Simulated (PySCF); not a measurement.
BF2H4NSi.
InChI=1S/BF2H4NSi/c2-1(3)5-4/h4-5H2

Computed with PySCF at CAM-B3LYP/def2-SVPD, non-relativistic, on one gas-phase PBE0-D3(BJ)/def2-SVP geometry that isn't relaxed in the solvent. The solvent is an IEF-PCM continuum (Bondi radii, 1.10 Å for H, scaled by 1.2), and excitations are vertical TDDFT with non-equilibrium linear response and a frozen core. Specific hydrogen bonds and non-electrostatic terms are outside this model.

Gas-phase singlets (H = HOMO, L = LUMO):

| state | E (eV) | λ (nm) | f | leading configurations |
| --- | --- | --- | --- | --- |
| S1 | 6.022 | 206 | 0.014 | H→L 92% |
| S2 | 6.267 | 198 | 0.017 | H→L+1 86% |
| S3 | 6.818 | 182 | 0.039 | H-1→L 92% |
| S4 | 7.536 | 165 | 0.031 | H→L+2 74%, H→L+4 9% |
| S5 | 7.862 | 158 | 0.016 | H-1→L+1 56%, H→L+3 15%, H→L+4 11% |

Task: Give the list for acetone (ε = 20.49), n² = 1.85.

Result: 
```csv
state,E (eV),λ (nm),f,leading configurations,change by rank (eV)
S1,5.933,209,0.019,H→L 95%,-0.089
S2,6.343,195,0.019,"H→L+1 69%, H→L+2 26%",+0.076
S3,6.788,183,0.051,H-1→L 92%,-0.030
S4,7.427,167,0.037,"H→L+2 57%, H→L+1 22%",-0.109
S5,7.937,156,0.014,"H-1→L+1 34%, H→L+4 31%, H→L+3 12%",+0.075
```

Task: The ground-state energy changes by -0.161 eV from gas to acetone. By how much does the total energy of gas-phase S3 change?

Result: E(S3) = E(S0) + excitation energy, so it changes by -0.161 − 0.030 = -0.191 eV: it is lowered more than the ground state, which is what a red shift means. This is the vertical state, with the slow part of the continuum still set for S0.

Task: How do the frontier levels move from gas to acetone?

Result: 
| orbital | gas (eV) | solvent (eV) | change (eV) |
| --- | --- | --- | --- |
| LUMO+2 | 1.22 | 1.29 | +0.07 |
| LUMO+1 | 0.75 | 0.98 | +0.23 |
| LUMO | 0.18 | 0.29 | +0.11 |
| HOMO | -9.03 | -8.83 | +0.20 |
| HOMO-1 | -10.41 | -10.30 | +0.11 |
| HOMO-2 | -11.50 | -11.34 | +0.16 |
| HOMO-3 | -12.90 | -12.68 | +0.22 |

The HOMO–LUMO gap goes from 9.21 to 9.12 eV. Rows go by rank; for LUMO+1 the atom shares or the degeneracy differ between the runs, so the row needn't follow one orbital.

Conformer computed: `[NH2:1][SiH2:2][B:3]([F:4])[F:5]`: N1–Si2–B3–F4 12°, H–N1–Si2–B3 -36°, H–N1–Si2–B3 178°.
